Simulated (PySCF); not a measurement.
A structure optimised at PBE-D3(BJ)/def2-SVP, used in a PySCF frequency run:

```xyz
8

O      2.2505     0.0000    -0.6555
C      1.1211     0.0000    -0.2673
O      0.0000     0.0000    -1.1511
C     -1.1211     0.0000    -0.2673
O     -2.2505     0.0000    -0.6555
Si     0.0000     0.0000     1.3274
H      0.0000    -1.2449     2.1607
H      0.0000     1.2449     2.1607
```
Charge 0, spin multiplicity 1.

Problem. Write its SMILES, formula and point group.

Solution. O=C1OC(=O)[SiH2]1, C2H2O3Si, C2v

Problem. What are its rotational constants (standard atomic weights)?

Solution. 5.1298, 2.5867, 1.7570 GHz
